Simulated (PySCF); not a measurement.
Kr⁺: excitation energy

Kr⁺ [Ar] 3d10 4s2 4p5 (2P) → Kr⁺ [Ar] 3d10 4s1 4p6 (2S), as a difference of total energies. Calculation: PySCF 2.14, in aug-cc-pwCVTZ-PP with ECP10MDF (8s7p6d4f1g, 96 functions); a scalar-relativistic core potential. Correlated levels: valence: 3s2 3p6 3d10 frozen. The calculations carry no spin-orbit coupling.

```csv
method,excitation energy (eV),error (eV)
UHF,17.858,+4.566
MP2 (valence),15.493,+2.201
SCS-MP2 (valence),15.230,+1.938
CCSD (valence),13.997,+0.705
CCSD(T) (valence),13.129,-0.163
```

Reference: 13.292 eV (measured; NIST levels, between the centres of gravity of the two terms).

Errors of the correlated levels include the incompleteness of this basis and the frozen core.

The coupled-cluster amplitudes are large for the upper state (T1 above 0.03 or a double amplitude above 0.15), so a single reference is strained.
